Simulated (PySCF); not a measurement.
# Reading the logs of faulty runs: BCGeH6Si cation

These are calculations, not measurements. The program is PySCF 2.14.0, an open-source quantum chemistry code, run on an isolated molecule that a program drew, which may never have been made. The molecule is BCGeH6Si cation (charge +1, singlet), drawn as the SMILES string `B[SiH+][GeH]=[CH2]`.

Each row is a Hartree-Fock (HF) and frozen-core CCSD(T) single point in the cc-pV(D+d)Z basis, meant for a local HF minimum. Run 1 is clean. Each other run has one planted mistake out of seven kinds, and not every kind appears here: one electron removed, one electron added, multiplicity raised by two, geometry at a saddle point, minimal basis STO-3G, one bond length entered in bohr, all coordinates scaled. The reference is restricted for singlets and unrestricted otherwise, and also for a bond in bohr. Adding or removing an electron swaps singlet and doublet. Electrons count all cores. HOMO and LUMO are orbital energies over both spins, the gradient is its largest component, and the lowest frequency (negative if imaginary) is given only where the gradient is small. Bond lengths are over the 9 bonds as drawn. T1 is the CCSD diagnostic: over 0.02 (restricted) or 0.045 (unrestricted) a single reference is doubtful. Germanium has the cc-pVDZ-PP basis, with a core potential (ECP10MDF) in place of its 10 inner electrons, and its 3s, 3p and 3d shells are frozen in CCSD(T).

Geometry of the clean run:
```xyz
10
BCGeH6Si cation, angstrom
B    -0.9609   -4.1177    1.3064
Si   -1.0031   -2.7228   -0.1746
Ge   -0.5524   -0.4671    0.0999
C    -0.1525   -0.1041    1.8019
H     0.0611   -4.6896    1.5212
H    -1.9616   -4.3325    1.9149
H    -1.3513   -3.2102   -1.5205
H    -0.6069    0.4963   -1.0525
H    -0.1401   -0.8761    2.5620
H     0.0924    0.8948    2.1468
```

```
run,electrons,basis functions,<S^2>,HOMO (eV),LUMO (eV),gradient (hartree/bohr),lowest frequency (cm^-1),mean bond (Å),longest bond (Å),T1,HF (hartree),CCSD(T) (hartree),mistake
1,62,104,0.000,-13.12,-5.47,2.5e-05,66,1.5181,2.317,0.0198,-647.99419,-648.45968,no fault
2,62,104,2.019,-12.63,-5.73,5.9e-02,-,1.5181,2.317,0.0139,-647.99170,-648.41256,multiplicity raised by two
3,63,104,1.117,-7.38,0.97,3.1e-02,-,1.5181,2.317,0.0401,-648.23955,-648.70194,one electron added
4,62,104,0.000,-13.08,-6.05,5.1e-05,-193,1.5203,2.288,0.0227,-647.99008,-648.45676,?
5,62,104,0.000,-13.58,-5.48,3.8e-02,-,1.4498,2.212,0.0183,-647.97352,-648.43073,?
```

**Which mistake was planted in run 4, and what did it cost?**

The gradient is small, so the point is stationary, but the lowest frequency is imaginary (-193 cm^-1). So the mistake is: geometry at a saddle point. Subtracting run 1 and multiplying by 627.51 kcal/mol a hartree, the energy moved by 2.6 kcal/mol in HF and 1.8 kcal/mol in CCSD(T).

**Which mistake was planted in run 5, and what did it cost?**

The mean and the longest bond both change by the same factor, 0.955, and the gradient is no longer small. So the mistake is: all coordinates scaled. Subtracting run 1 and multiplying by 627.51 kcal/mol a hartree, the energy moved by 13.0 kcal/mol in HF and 18.2 kcal/mol in CCSD(T).

Cautions from the logs. Run 4: T1 is over the limit, so its CCSD(T) energy is less reliable.
